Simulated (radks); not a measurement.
Results of a calculation; reference values are marked as such.
Neutral indium inside a hard spherical wall (all orbitals vanish at R), configuration held at [Kr] 4d10 5s2 5p1 and not refilled when levels cross. Code: a radial shooting solver on a logarithmic mesh with Libxc functionals. Model: scalar-relativistic Kohn-Sham, LDA (Slater exchange, VWN5 correlation), spin-polarised, spherical densities, finite nucleus; open shells are filled with parallel spins first (spin-orbit coupling, left out, can overturn this in heavy ions); Fermi nuclear charge, rms radius 4.6156 fm. Eigenvalues in eV for spin up, with the zero of energy where the potential of the charges vanishes at infinity; a dash marks a level that is unbound or too diffuse for the functional's potential to be trusted. A positive occupied level is held by the wall or, in an anion where self-interaction has pushed it up, behind a barrier. The pressure on the wall is -dE/dV.

R (bohr)  E (hartree)  kinetic (hartree)    e(4p)    e(4d)   e(5s)   e(5p)  e(6s, empty)  e(5d, empty)  pressure (GPa)
free      -5876.33075           6122.962  -78.021  -18.713  -8.671  -2.906        -0.392             -               0
20        -5876.33075           6122.962  -78.021  -18.713  -8.671  -2.906        -0.371         0.610        < 0.0001
12        -5876.33059           6122.964  -78.001  -18.693  -8.655  -2.889         0.059         1.290         0.00229
8         -5876.32470           6123.001  -77.673  -18.372  -8.409  -2.551         2.543         3.177           0.209
7         -5876.31482           6123.056  -77.334  -18.041  -8.149  -2.149         4.672         4.490           0.754
2.5       -5871.47179           6141.502  -51.908    6.986  34.682  52.674        165.63        86.412            3480
2         -5862.45888           6173.457  -27.844   33.477  94.526  120.94        323.49        166.24           18700
